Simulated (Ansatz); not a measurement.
VOCl2, SMILES [O]=[V]([Cl])[Cl] (connectivity only; charge and spin as stated), neutral, multiplicity 2.

Geometry: ωB97X-D3(BJ)/def2-SVP. The multiplicity is an assumed one; other spin states were not compared. The isomer is the one that the SMILES or the coordinates give; other isomers of the formula were not compared.

Two levels are set side by side: PBE/def2-SVPD (Ansatz, an electronic-structure program) and CAM-B3LYP/def2-SVPD (Ansatz). Energy differences of separate SCF runs at the same geometry; the states with an electron removed or added have multiplicity 1 and 3. Differences are taken from unrounded values.

```csv
quantity,CAM-B3LYP
vertical ionisation energy (eV),10.83
vertical electron affinity (eV),2.92
```

Problem. What does PBE give, and how far is it from CAM-B3LYP? (Estimate from the structure and the level; the computed values follow.)

Solution. 
```json
[
 {"quantity": "vertical ionisation energy (eV)", "PBE": "9.62", "PBE minus CAM-B3LYP": "-1.21"},
 {"quantity": "vertical electron affinity (eV)", "PBE": "2.26", "PBE minus CAM-B3LYP": "-0.66"}
]
```
